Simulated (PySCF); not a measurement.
# One molecule, a ladder of functionals, a line

Molecule: `InChI=1S/H6N2SSi/c1-4(2)3/h3-4H,1-2H2`.

Geometry (Å), atoms numbered from 1 in this order:
```xyz
10

N    -0.7061    1.3948   -0.1814
Si    0.1309   -0.0371    0.2759
N    -0.8420   -1.3442   -0.2616
S     2.0432   -0.4943   -0.6290
H    -0.4759    2.2703    0.2745
H    -0.9464    1.5416   -1.1562
H     0.4099    0.1509    1.7342
H    -0.4768   -2.2876   -0.3014
H    -1.8454   -1.3186   -0.1237
H     2.7600    0.1033    0.3464
```

GIAO shieldings (ppm, equivalent atoms averaged) in PySCF 2.14 on the PBE0-D3(BJ)/def2-SVP geometry, basis pcSseg-2, gas phase, non-relativistic:

```tsv
functional	exact exchange (%)	σ(N1/N3)	σ(Si2)
BLYP	0	217.2	337.9
BP86	0	220.6	346.8
PBE	0	220.7	347.6
PBE0	25	227.1	363.6
mPW1PW91	25	226.8	362.7
BHandHLYP	50	229.0	370.7
HF	100	238.2	408.4
```

Problem. Fit each shielding as a line in the percentage of exact exchange.

Solution. σ(N1/N3) = 220.4 + 0.18 x (rms 1.6 ppm); σ(Si2) = 344.7 + 0.63 x (rms 3.9 ppm). The functionals also differ in their semilocal parts, which the line can't hold; Hartree–Fock has no correlation at all.

Problem. What does the line predict for B3LYP (20 %), and what does the run give?

Solution. σ(N1/N3): 224.0 predicted, 222.6 computed; σ(Si2): 357.3 predicted, 350.8 computed ppm.
